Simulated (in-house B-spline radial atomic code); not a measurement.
Configurations of the sulfur ion S²⁺, with energies counted from [Ne] 3s2 3p2. Method: non-relativistic Hartree-Fock, spin-polarised, averaged over the determinants with the given up and down occupations, point nucleus. Calculated with an all-electron radial atomic-structure program (B-spline basis). Shells without spins written out take the highest spin.

Occupations are held fixed; configurations that lie above the ionisation limit could autoionise.

| configuration | E - E(ref) (eV) | highest orbital | its <r> (bohr) |
| --- | --- | --- | --- |
| [Ne] 3s2 3p1 3d1 | 16.154 | 3d up | 2.355 |
| [Ne] 3s1 3p2 4s1 | 24.503 | 4s up | 3.806 |
| [Ne] 3s2 3p1 4d1 | 25.062 | 4d up | 5.754 |
| [Ne] 3s(0 up, 1 down) 3p(1 up, 1 down) 4f(1 up, 0 down) | 38.314 | 4f up | 5.878 |
| [He] 2s2 2p5 3s2 3p3 | 161.13 | 3p up | 1.625 |

Order these further configurations by energy, lowest first.
A. [Ne] 3s2 3p(1 up, 0 down) 4f(1 up, 0 down)
B. [He] 2s2 2p5 3s2 3p2 3d1
C. [He] 2s2 2p5 3s2 3p2 4s1
D. [Ne] 3s2 3p1 4s1
E. [Ne] 3s2 3p(1 up, 1 down)

E (1.432 eV), D (17.873 eV), A (26.436 eV), B (178.97 eV), C (182.67 eV).
